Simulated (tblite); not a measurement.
Species: C₆H₇O₃ (doublet state).
Atom-mapped SMILES: `[CH:1]#[C:2]/[C:3](=[CH:4]/[O:5][CH:6][OH:7])[O:8][CH3:9]` (hydrogens: H10 on C1; H11 on C4; H12 on C6; H13 on O7; H14, H15, H16 on C9)

The geometry is computed with GFN2-xTB (gas phase). This method treats the open shell by occupation alone, without spin polarisation.

Problem. List the bond lengths, angles and torsions at this level.

Solution. 
| bond | length (Å) |
| --- | --- |
| C1≡C2 | 1.205 |
| C2–C3 | 1.405 |
| C3=C4 | 1.363 |
| C4–O5 | 1.342 |
| O5–C6 | 1.338 |
| C6–O7 | 1.362 |
| C3–O8 | 1.375 |
| O8–C9 | 1.404 |
| C1–H10 | 1.048 |
| C4–H11 | 1.081 |
| C6–H12 | 1.079 |
| O7–H13 | 0.966 |
| C9–H14, C9–H15, C9–H16 | 1.093 |

Bonds in one row agree within 0.01 Å and their mean is given. A selection of angles:
| angle | degrees |
| --- | --- |
| C1–C2–C3 | 177.5 |
| C2–C3–C4 | 119.4 |
| C2–C3–O8 | 121.1 |
| C4–C3–O8 | 119.5 |
| C3–C4–O5 | 121.7 |
| C4–O5–C6 | 121.4 |
| O5–C6–O7 | 116.0 |
| C3–O8–C9 | 116.5 |
| H13–O7–C6 | 107.9 |

Dihedral angles: C2–C3–C4–O5 -179° (antiperiplanar); C3–C4–O5–C6 -170° (antiperiplanar); C4–O5–C6–O7 -165° (antiperiplanar); C2–C3–O8–C9 0° (synperiplanar); H13–O7–C6–O5 -17° (synperiplanar). The mirror-image conformer, all signs reversed, is as good.

The C–O distances run from 1.338 Å (O5–C6, drawn single) to 1.404 Å (O8–C9, drawn single), a spread of 0.066 Å. C3 (carbon bonded to 2 C and O) is planar (angles 121.1°, 119.5° and 119.4°, sum 360.0°, 0.00 Å off the plane of its three neighbours). The 3 C–C bonds span 1.205 Å (C1≡C2, drawn triple) to 1.405 Å (C2–C3, drawn single), a spread of 0.200 Å. Of the pairs four or more bonds apart, C2···H15 is among the closest relative to their van der Waals radii: 2.69 Å, 93 % of the sum of Bondi's values. O8 (oxygen bonded to 2 C) is bent (angle 116.5°). C4 (carbon bonded to C, O and H) is planar (angles 121.7°, 120.1° and 118.1°, sum 360.0°, 0.01 Å off the plane of its three neighbours). C6 (carbon bonded to 2 O and H) has angles 121.1°, 116.0° and 115.1°, sum 352.2°, 0.20 Å off the plane of its three neighbours.

Point group: near Cs, missed by 0.40 Å at most; the miss may be what the optimiser left on a soft mode. Its GFN2-xTB frequencies are all real (lowest 68 cm⁻¹). Torsions: C3–C4–O5–C6 -170°, C4–O5–C6–O7 -165°, O5–C6–O7–H -17°, C2–C3–O8–C9 0°. 3 starts were optimised and ended at 0.00, 0.00 and 2.23 kcal/mol (GFN2-xTB); the lowest of these is shown.
